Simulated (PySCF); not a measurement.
# ECD: `N[C@@H]1[C@H]2CC[C@H](N)[C@@H]12`, C6H12N2

Cartesian coordinates in Å; atom numbers follow the order of the lines, from 1:
```xyz
20

N     2.722    0.327    0.845
C     1.367   -0.108    0.663
C     0.818   -0.487   -0.691
C    -0.375   -1.415   -0.726
C    -1.358   -0.828    0.296
C    -1.068    0.683    0.354
N    -1.868    1.379   -0.645
C     0.395    0.797   -0.028
H     3.347   -0.472    0.890
H     3.015    0.911    0.070
H     1.024   -0.667    1.526
H     1.481   -0.485   -1.545
H    -0.113   -2.447   -0.484
H    -0.815   -1.395   -1.724
H    -2.392   -1.011    0.008
H    -1.198   -1.272    1.279
H    -1.243    1.069    1.377
H    -1.626    2.363   -0.667
H    -2.855    1.307   -0.421
H     0.736    1.761   -0.380
```

Computed with TDDFT B3LYP/def2-SVPD circular dichroism and optical rotation, one conformer, gas phase (PySCF 2.14.0). Geometry: GFN2-xTB.

The molecule is flexible and this is one conformer; a measurement averages over conformers. States above about 6.1 eV (minus the energy of the highest occupied orbital) lie near or above the ionisation threshold and depend on the basis.

(1) What are the CIP labels of the stereocentres?

(2) List the lowest 8 singlet excitations with oscillator and rotatory strengths.

Results:

(1) C2 R, C3 S, C6 S, C8 S.

(2) Rotatory strengths R in 10⁻⁴⁰ esu² cm², velocity form and length form (origin at the centre of mass); f in length form.
| state | E (eV) | λ (nm) | f | R (velocity) | R (length) | main |
| --- | --- | --- | --- | --- | --- | --- |
| 1 | 5.68 | 218 | 0.014 | -16.5 | -16.8 | HOMO→LUMO 0.63, HOMO→LUMO+1 0.35 |
| 2 | 6.02 | 206 | 0.008 | +11.8 | +12.3 | HOMO→LUMO+1 0.40, HOMO−1→LUMO 0.29 |
| 3 | 6.09 | 204 | 0.007 | +2.3 | +2.3 | HOMO→LUMO+2 0.97 |
| 4 | 6.16 | 201 | 0.005 | -4.8 | -3.6 | HOMO−1→LUMO 0.49, HOMO→LUMO+1 0.20 |
| 5 | 6.53 | 190 | 0.004 | +5.7 | +5.1 | HOMO→LUMO+3 0.92 |
| 6 | 6.74 | 184 | 0.017 | -0.5 | -1.2 | HOMO−1→LUMO+1 0.44, HOMO−1→LUMO+2 0.34 |
| 7 | 6.76 | 183 | 0.005 | +5.1 | +4.8 | HOMO−1→LUMO+2 0.61, HOMO−1→LUMO+1 0.29 |
| 8 | 6.92 | 179 | 0.010 | +11.1 | +11.0 | HOMO→LUMO+4 0.67, HOMO→LUMO+5 0.25 |

Among the states computed, the strongest CD band (largest |R|) is state 1. The largest dissymmetry factor in size, g = 4R/(D+G), with D and G the electric and magnetic dipole strengths, is +0.014 for state 2 (velocity form, f = 0.008), among bands with |R| over 0.5. The mirror image has the same energies and oscillator strengths and all R with the opposite sign.
